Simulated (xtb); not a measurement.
xtb input:

```bash
xtb mol.xyz --gfn 2 --sp --chrg -1 --uhf 0
```
mol.xyz:
```
4

Ta     0.12825472    -0.15503597     0.18221722
O     -0.45903064    -1.45647767    -0.77966176
O      0.25772015     1.46155610    -0.85116494
O     -0.96901379     1.40962477    -0.03190546
```

What final total energy does it print?

-14.28004 Eh (GFN2-xTB).

This state (charge -1, singlet) is run at the relaxed geometry of the species with charge 0 and multiplicity 2.
